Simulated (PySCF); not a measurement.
Computed shifts of a molecule C3H9FSi2, PBE/pcSseg-1 (PySCF), GIAO, gas phase, atoms alike by connectivity averaged where their shifts nearly agree, in ppm (number of nuclei): ¹⁹F: -232.6 (1). ²⁹Si: 18.2 (1), -53.0 (1). ¹³C: 15.7 (1), 9.4 (1), -8.5 (1). ¹H: 5.70 (1), 4.76 (1), 4.33 (3), 1.19 (1), 1.13 (1), 0.85 (1), 0.78 (1). References: ¹⁹F against CFCl3 (σ = 133.6 ppm); ²⁹Si against TMS (σ = 335.4 ppm); ¹³C against TMS (σ = 182.0 ppm); ¹H against TMS (σ = 31.49 ppm), references at their B3LYP-D3(BJ)/def2-TZVP geometries, non-relativistic. Geometry optimised at ωB97X-D3(BJ)/def2-SVP. Other conformers were not sampled.

Question: Which structure fits?
A. C/C(=C/F)[SiH2][SiH3]
B. C=C[C@@H](F)[SiH2][SiH3]
C. F[SiH2]C1([SiH3])CC1
D. C[SiH2]/C(F)=C\[SiH3]

Answer: C, F[SiH2]C1([SiH3])CC1
